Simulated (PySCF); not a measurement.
## Assignment exercise: C4H11F2NSi3

Atoms are numbered as in `[CH3:1]/[N:2]=[CH:3]\[C:4]([F:5])([F:6])[Si@H:7]1[CH2:8][SiH2:9][SiH2:10]1`. Hydrogens are named by the atom that carries them. Ha(C8), Ha(Si9), Ha(Si10) are cis to C4 on the ring; Hb(C8), Hb(Si9), Hb(Si10) are trans to C4 on the ring.

[PySCF 2.14.0 with density-fitted response routines: σ from GIAO-PBE0/pcSseg-1; geometry: GFN2-xTB; relativity neglected; gas phase; rapidly exchanging positions averaged; a single conformation]

Shifts are taken against calculated references (same method and geometry level): TMS for $^{13}$C, $^{1}$H.

Problem. Assign these signals to the numbered atoms. $^{13}$C{$^{1}$H} NMR (computed): δ 162.3 (CH), 131.5 (C), 44.8 (CH3), -0.8 (CH2).

Solution. 
162.3 → C3, C=N carbon
131.5 → C4, fully substituted sp3 carbon bonded to 2 F and Si: 2 electronegative neighbours deshield it
44.8 → C1, methyl carbon bonded to N: pulled downfield by the heteroatom
-0.8 → C8, sp3 CH2 bonded to 2 Si: an electropositive neighbour leaves it electron-rich and shielded

Problem. Assign these signals to the numbered atoms. $^{1}$H NMR (400 MHz, computed): δ 8.08 (m, 1H), 5.03 (m, 1H), 4.75 (m, 1H), 4.70 (m, 1H), 4.68 (m, 1H), 4.54 (m, 1H), 3.89 (s, 3H), 0.75 (m, 1H), 0.74 (m, 1H).

Solution. 
8.08 → H(C3), hydrogen on a C=N carbon
5.03 → H(Si7), hydrogen on a silicon bonded to 2 C, Si, in a 4-membered ring
4.75 → Ha(Si9), hydrogen on a silicon bonded to C, Si, in a 4-membered ring
4.70 → Hb(Si9), hydrogen on a silicon bonded to C, Si, in a 4-membered ring
4.68 → Ha(Si10), hydrogen on a silicon bonded to 2 Si, in a 4-membered ring
4.54 → Hb(Si10), hydrogen on a silicon bonded to 2 Si, in a 4-membered ring
3.89 → H(C1), hydrogen on a methyl carbon bonded to N: its carbon carries N, hence the downfield position
0.75 → Hb(C8), hydrogen on an sp3 CH2 bonded to 2 Si: an electropositive neighbour shields it, as in TMS itself
0.74 → Ha(C8), hydrogen on an sp3 CH2 bonded to 2 Si

Ha(Si9) and Hb(Si9); Hb(Si9) and Ha(Si10); Hb(C8) and Ha(C8) lie closer than the usual error of such a calculation, so a measured spectrum could show them in the other order.

Splittings by $^{19}$F in the carbon and heteronuclear signals aren't shown, as no couplings were computed. Shifts are as computed. Against solution values, carbons near 30 ppm lie about +3 ppm off and those near 130 ppm about +5 ppm. Of 1211 compounds with measured shifts, 218 miss one by over three times the rms of a fit or turn the order of signals round; such compounds aren't used in these exercises. No couplings were computed; multiplicities are counted from neighbouring protons, with m where these are inequivalent, close in shift, in a saturated or five-membered ring or joined by F or P, and br s for small geminal =CH2 splittings.
